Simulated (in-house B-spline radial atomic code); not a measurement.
Neutral iridium: [Xe] 4f14 (5d3/2)4 (5d5/2)3 6s2 (an excited or competing configuration)

Method: Dirac-Hartree-Fock, average of the jj configuration, Fermi nucleus of rms radius 5.4032 fm. Calculated with a radial B-spline atomic code at the basis-set limit.

Screening seen three ways: the hydrogenic charge with the same mean radius, Z_r = [3n² - l(l+1)]/(2<r>), the one with the same energy, Z_e = n√(-2ε), and Slater's rules. Values are occupation-weighted means over j. An effective charge above Z reflects the relativistic contraction of the inner shells.

```csv
shell,electrons,ε (eV),<r> (bohr),Z_r,Z_e,Slater
1s,2,-76609,0.01744,86.01,75.04,76.70
2s,2,-13543,0.07292,82.28,63.10,72.85
2p,6,-11859,0.06576,76.03,59.05,72.85
3s,2,-3232.9,0.1895,71.23,46.24,65.75
3p,6,-2725.2,0.1901,65.76,42.46,65.75
3d,10,-2119.4,0.1734,60.56,37.44,55.85
4s,2,-724.67,0.4233,56.70,29.19,49.25
4p,6,-553.54,0.4486,51.27,25.51,49.25
4d,10,-328.96,0.4782,43.92,19.67,37.85
5s,2,-115.5,0.9922,37.79,14.57,19.35
4f,14,-82.266,0.531,33.90,9.84,26.45
5p,6,-67.879,1.143,31.92,11.17,19.35
5d,7,-12.859,1.673,20.63,4.86,6.90
6s,2,-8.0999,3.089,17.48,4.63,3.90
```

The least bound orbital is 6s1/2 at -8.1 eV, and it is also the most diffuse (<r> = 3.089 bohr). The part-filled 5d shell lies below the filled 6s shell in orbital energy.

For the 1s electron the small component carries 8.5 % of the norm, the zero-frequency Breit interaction raises the level by 277.8 eV, self-energy by 176 eV, and vacuum polarisation lowers it by 34.82 eV.
